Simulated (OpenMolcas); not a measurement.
## 4d4 along the 40-electron sequence

| Property | Result |
| --- | --- |
| Program | OpenMolcas |
| Method | CASSCF |
| Basis | ANO-RCC-VTZP |
| Scalar Hamiltonian | DKH2, point nucleus |
| Spin-orbit coupling | RASSI with atomic mean-field integrals over the reference wave functions, term energies averaged over their components |

Active space for each ion: 4 electrons in 5 orbitals (4d).

Computed levels in cm-1 above 5D0:

| Level | Ru4+ | Rh5+ | Pd6+ | Ag7+ |
| --- | --- | --- | --- | --- |
| 5D1 | 455 | 634 | 900 | 1151 |
| 5D2 | 1246 | 1691 | 2323 | 2903 |
| 5D3 | 2261 | 3006 | 4021 | 4938 |
| 5D4 | 3429 | 4484 | 5873 | 7115 |
| 3P0(1) | 20214 | 21830 | 23263 | 25031 |
| 3H4 | 20302 | 22271 | 24145 | 26210 |
| 3H5 | 21355 | 23737 | 26198 | 28787 |
| 3H6 | 22262 | 24913 | 27706 | 30585 |
| 3P1(1) | 22615 | 24987 | 27397 | 30014 |
| weight of 5D in the lowest level (%) | 98 | 97 | 95 | 94 |

Measured, with the error of the calculation in %. Measured levels: Ag7+ from Atoms 5, 11 (2017), spectra Ag VII to Ag IX.

```csv
Level,Ag7+
5D1,1340 (-14.1)
5D2,3212 (-9.6)
5D3,5292 (-6.7)
5D4,7443 (-4.4)
3P0(1),21309 (+17.5)
3H4,23302 (+12.5)
3H5,26250 (+9.7)
3H6,28185 (+8.5)
3P1(1),26526 (+13.2)
```

The fine-structure level 5D4 changes by a factor of 2.07 from Ru4+ to Ag7+. Its fourth root runs 7.65, 8.18, 8.75, 9.18, with steps per unit of Z of 0.53, 0.57, 0.43; equal steps would mean a (Z - σ)^4 law with constant σ.

3P0(1) changes by a factor of 1.24 over the same range, with steps per unit of Z of +1620, +1430, +1770 cm-1.

Without dynamic correlation excited terms often stand tens of per cent too high (terms of higher spin than the ground term too low), and those without a measured partner can miss by more than the paired ones. Terms from blocks run as CI alone lack orbitals of their own. Measured partners are found by configuration, term and J. A level has none where our copy of the source lacks it or the pairing is in doubt (some pairs that miss far off the trend of their configuration count as doubtful), and it then counts in no deviation. Levels of configurations outside the active space are missing.

A number in round brackets counts repeated terms of one configuration in the order of the reference energies.
